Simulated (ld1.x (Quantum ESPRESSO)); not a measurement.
Transferability test, TM potential for Ti

- Element: titanium (Ti)
- Generator: ld1.x (Quantum ESPRESSO) 7.5
- Type: norm-conserving Troullier–Martins (Kleinman–Bylander form)
- Functional: PBE
- Relativity: scalar-relativistic
- Frozen core: [Ar]
- Valence charge: 4
- Reference configuration: 3d2 4s2 4p0
- Partial waves: 4p (bound, empty): rc 2.90 bohr; 3d (bound): rc 2.55 bohr; 4s (bound): rc 2.25 bohr
- Local potential: the s channel
- Core correction: none

Energies are relative to the spin-unpolarised reference configuration 3d2 4s2 4p0; without spin polarisation the order of configurations can differ from experiment.

```
valence configuration  charge  ΔE all-electron (eV)  error AE − PS (meV)
          3d2 4s1 4p0      +1                 7.347                  +13
          3d2 4s0 4p0      +2                20.919                 +199
          3d1 4s0 4p0      +3                47.867                 +489
          3d1 4s2 4p0      +1                 9.745                 +230
        3d2 4s1.5 4p0    +0.5                 2.937                 +1.4
      3d2.5 4s1.5 4p0       0                 0.353                 +7.7
```

Question: What are ΔE and the potential's error for 3d1 4s2 4p1?

Answer: ΔE = 4.672 eV all-electron; the error (AE − PS) is +175 meV.
